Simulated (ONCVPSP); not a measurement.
Configuration tests for La (ONCV)

ONCVPSP 4.0.1 input, shortened (lines: element, Z, core and valence counts, functional; n l f; lmax; l rc ep ncon nbas qcut; lloc lpopt rc5 dvloc0; l nproj debl; icmod fcfact rcfact), PBEsol, fully relativistic:

```
  La 57.00    9    3  -116133      upf
    1    0    2.00
    2    0    2.00
    2    1    6.00
    3    0    2.00
    3    1    6.00
    3    2   10.00
    4    0    2.00
    4    1    6.00
    4    2   10.00
    5    0    2.00
    5    1    6.00
    5    2    1.00
    3
    0    2.70    0.00    4    7    4.70
    1    2.00    0.00    4    7    3.30
    2    3.70    0.00    4    9    3.70
    3    3.35    0.42    5    9    3.70
    4    5    1.40    2.00
    0    2    1.70
    1    3    0.40
    2    3    3.70
    3    2    1.50
    0    0.00    0.00
```

Open shells are filled in proportion to 2j + 1.

In the s channel the program set the typed energies aside and used -1.893, 0.050 Ha. In the p channel the program set the typed energies aside and used -1.254, 0.250, 0.650 Ha (j = l + 1/2; the other j can differ). In the f channel the program set the typed energies aside and used -0.621, 0.879 Ha (j = l + 1/2; the other j can differ).

Energies are relative to the spin-unpolarised reference configuration 5s2 5p6 5d1; without spin polarisation the order of configurations can differ from experiment.

Q: Give the all-electron excitation energy and the error of the potential for: 5s2 5p6 5d1 6s2; 5s2 5p6 5d1 6s1; 5s2 5p6 5d0; 5s2 5p6 5d1 6p1.

A:

| valence configuration | charge | ΔE all-electron (eV) | error AE − PS (meV) |
| --- | --- | --- | --- |
| 5s2 5p6 5d1 6s2 | 0 | -16.846 | -58 |
| 5s2 5p6 5d1 6s1 | +1 | -10.846 | -21 |
| 5s2 5p6 5d0 | +3 | 18.896 | +32 |
| 5s2 5p6 5d1 6p1 | +1 | -7.874 | -9.3 |

Levels in the configuration 5s2 5p6 5d1 6s2:

```tsv
level	all-electron (eV)	pseudo (eV)
5s j=1/2	-38.901	-38.685
5p j=3/2	-21.621	-21.466
5p j=1/2	-24.148	-23.981
5d j=5/2	-3.026	-2.897
5d j=3/2	-3.215	-3.082
6s j=1/2	-3.705	-3.674
```

Note: ghosts flagged at negative energy: d3/2 at -205.0 eV; GHOST(+) flagged for s at 14.4 eV. A true bound ghost makes a file unfit for plane-wave use.
